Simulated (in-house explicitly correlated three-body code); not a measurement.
Computed with an exponentially correlated three-body code. Model: two electrons around a point charge, non-relativistic, variational in 260 exponentially correlated functions (energies converged to about 1e-7 hartree, or 1e-8 relative for large Z).

Command:
```bash
python run_hyl.py task.json out
```
Settings (lengths in bohr, energies in hartree):
```
Z                      8
screening              0.8
interaction_strength   1
functions              260
states_tried           13
```

Cost of the run: 30 s on 1 thread of Intel(R) Xeon(R) 6975P-C (Granite Rapids), on a shared host.

**Those bound S and P states to n = 4 that converged, binding against the one-electron ion.**

Given: nuclear charge 8; Yukawa screening of all interactions 0.8 1/bohr.

Computed: one-electron threshold -26.051714 hartree.

```csv
term,energy (hartree),binding (eV)
1 1S,-48.0165527,597.69
2 3S,-28.473939,65.912
2 1S,-28.2413636,59.583
2 3P,?,?
2 1P,-27.8915399,50.064
3 3S,-26.1428537,2.48
```

**Question.** What belongs in the row 2 3P?

**Answer.** energy (hartree): -28.0379084; binding (eV): 54.047.

**Converged states only, values per electron or pair (inverse distances are <exp(-kr)/r>).**

| term | mean r (bohr) | mean r squared (bohr²) | mean inverse r (1/bohr) | mean r12 (bohr) | mean inverse r12 (1/bohr) | mean cosine | mean p1 dot p2 (bohr⁻²) | delta r1 (bohr⁻³) | delta r12 (bohr⁻³) |
| --- | --- | --- | --- | --- | --- | --- | --- | --- | --- |
| 1 1S | 0.19862 | 0.053061 | 6.8935 | 0.29324 | 3.934 | -0.016381 | 0.92464 | 147.77 | 15.537 |
| 2 3S | 0.53843 | 0.48817 | 4.13 | 0.91617 | 0.72857 | -0.0045308 | 0.049958 | 86.961 | - |
| 2 1S | ? | ? | ? | ? | ? | ? | ? | ? | ? |
| 2 3P | 0.48901 | 0.40574 | 4.1017 | 0.82735 | 0.91292 | -0.05796 | -3.0861 | 79.856 | - |
| 2 1P | 0.50639 | 0.43942 | 4.0831 | 0.83957 | 0.99185 | 0.0376 | 2.8618 | 80.534 | 0.51593 |
| 3 3S | 1.7052 | 6.2463 | 3.6625 | 3.2284 | 0.090641 | -0.00049211 | 0.0048955 | 81.038 | - |

**Question.** What belongs in the row 2 1S?

**Answer.** mean r (bohr): 0.56079; mean r squared (bohr²): 0.53686; mean inverse r (1/bohr): 4.1058; mean r12 (bohr): 0.95289; mean inverse r12 (1/bohr): 0.89938; mean cosine: -0.0065879; mean p1 dot p2 (bohr⁻²): 0.064761; delta r1 (bohr⁻³): 86.409; delta r12 (bohr⁻³): 2.1306.

**Electric-dipole lines between converged S and P states, rate of the upper state's decay.**

```json
{"s state": "1 1S", "p state": "2 1P", "p minus s (eV)": "547.63", "oscillator strength from s": "0.56813", "rate (1/s)": "2.4644e+12"}
{"s state": "2 1S", "p state": "2 1P", "p minus s (eV)": "9.5192", "oscillator strength from s": "0.16851", "rate (1/s)": "2.2086e+08"}
{"s state": "2 3S", "p state": "2 3P", "p minus s (eV)": "?", "oscillator strength from s": "?", "rate (1/s)": "?"}
{"s state": "3 3S", "p state": "2 3P", "p minus s (eV)": "-51.567", "oscillator strength from s": "-0.039899", "rate (1/s)": "4.6038e+09"}
```

**Question.** What belongs in the row 2 3S 2 3P?

**Answer.** p minus s (eV): 11.865; oscillator strength from s: 0.19254; rate (1/s): 3.9206e+08.

**Static dipole response.**

| state | polarisability (bohr³) |
| --- | --- |
| 1 1S | 0.0027812 |
| 2 3S | 1.0639 |
